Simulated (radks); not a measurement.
Results of a calculation; reference values are marked as such.
Radial electron density D(r) = 4 pi r^2 rho(r) of an atom or ion with 13 electrons. Code: a radial shooting solver on a logarithmic mesh with Libxc functionals. Model: non-relativistic Kohn-Sham, Slater X-alpha with alpha = 0.963, spin-polarised, spherical densities, point nucleus.

| r (bohr) | D(r) (e/bohr) | spin D(r) |
|---|---|---|
| 0.007851 | 3.048 | -0.000223 |
| 0.009901 | 4.466 | -0.000288 |
| 0.01239 | 6.329 | -0.000318 |
| 0.01562 | 8.848 | -0.000221 |
| 0.01954 | 11.85 | 0.000207 |
| 0.02465 | 15.38 | 0.00148 |
| 0.03108 | 18.97 | 0.00459 |
| 0.03889 | 21.86 | 0.0112 |
| 0.04904 | 23.48 | 0.0249 |
| 0.06135 | 23.17 | 0.0496 |
| 0.07737 | 21.03 | 0.0930 |
| 0.09758 | 18.26 | 0.159 |
| 0.1221 | 16.89 | 0.241 |
| 0.154 | 18.27 | 0.321 |
| 0.1926 | 21.71 | 0.351 |
| 0.2429 | 24.42 | 0.284 |
| 0.3063 | 22.86 | 0.123 |
| 0.3832 | 16.91 | -0.00394 |
| 0.4833 | 9.587 | 0.0969 |
| 0.6046 | 5.251 | 0.505 |
| 0.7625 | 4.172 | 1.03 |
| 0.9616 | 3.897 | 1.20 |
| 1.203 | 2.640 | 0.871 |
| 1.517 | 1.047 | 0.367 |
| 1.898 | 0.2348 | 0.0886 |
| 2.394 | 0.02387 | 0.00992 |
| 3.019 | 0.0009864 | 0.000463 |

What is the nuclear charge?

Answer. Z = 20. The innermost maximum, from 1s, lies near 1/Z = 0.05 bohr (found: 0.0531), and its height grows with Z. The density is that of the calcium ion Ca7+ in [Ne] 3s2 3p1; the configuration itself is not fixed sharply by these data, and Z only to about a unit. D(r) has 2 maxima, at r = 0.0531, 0.255 bohr, and minima at 0.123 bohr, inside which lie 2.15 electrons.
